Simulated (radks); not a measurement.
Values are calculated unless marked as measured or tabulated.
All-electron atom: In2+ in [Kr] 4d10 5s1.

Level of theory: scalar-relativistic Kohn-Sham, exchange-only LDA, spin-polarised, spherical densities, finite nucleus; open shells are filled with parallel spins first (spin-orbit coupling, left out, can overturn this in heavy ions); Fermi nuclear charge, rms radius 4.6156 fm (a radial shooting solver on a logarithmic mesh with Libxc functionals).

Energy parts (eV):
| part | energy |
|---|---|
| total | -159752.772 |
| kinetic | 166554.300 |
| electron-nucleus | -385783.329 |
| Hartree | 63535.039 |
| exchange | -4058.782 |

Orbitals (lengths in bohr, moments of r in powers of bohr; r(max) is where P^2 peaks; r(90%) holds 90 % of the orbital's charge):
orbital,occ.,eigenvalue (eV),r(max),<r^2>,r(90%)
1s up,1,-27734.91,0.01924,0.001197,0.0534
1s down,1,-27734.86,0.01924,0.001197,0.0534
2s up,1,-4167.196,0.1087,0.01951,0.199
2s down,1,-4167.188,0.1087,0.01951,0.199
2p up,3,-3744.381,0.08694,0.01538,0.183
2p down,3,-3744.370,0.08694,0.01538,0.183
3s up,1,-803.3806,0.3160,0.1395,0.514
3s down,1,-803.3531,0.3160,0.1395,0.514
3p up,3,-664.8924,0.3091,0.1403,0.523
3p down,3,-664.8651,0.3091,0.1403,0.523
3d up,5,-449.1434,0.2580,0.1253,0.513
3d down,5,-449.1225,0.2579,0.1253,0.513
4s up,1,-135.9082,0.7691,0.8152,1.23
4s down,1,-135.8579,0.7691,0.8140,1.23
4p up,3,-94.5340,0.8153,0.9747,1.36
4p down,3,-94.4461,0.8152,0.9709,1.36
4d up,5,-35.2316,0.9321,1.659,1.85
4d down,5,-34.9009,0.9301,1.614,1.82
4f up,0,-3.9969,5.763,53.09,10.3
4f down,0,-3.5715,7.189,74.74,12.1
5s up,1,-23.5486,2.059,6.206,3.41
5s down,0,-21.9522,2.031,6.137,3.40
5p up,0,-16.1311,2.460,9.062,4.15
5p down,0,-14.4391,2.440,9.321,4.24
5d up,0,-7.7116,3.785,21.86,6.49
5d down,0,-6.5920,4.098,26.91,7.27
6s up,0,-8.1636,4.988,31.70,7.58
6s down,0,-7.4855,5.216,35.50,8.03

The highest occupied level is 5s up at -23.549 eV. The electron density at the nucleus is 1.788e+05 e/bohr^3 (large components only). Summed over all electrons, <r^2> = 32.54 bohr^2, which gives a Langevin (diamagnetic) susceptibility term of -25.8 x 10^-6 cm^3/mol. The spin density at the nucleus is 38.44 e/bohr^3 (1s 0.16, 2s 0.07, 3s -0.02, 4s -0.23, 5s 38.46). The density falls to 0.001 e/bohr^3 at r = 3.57 bohr.
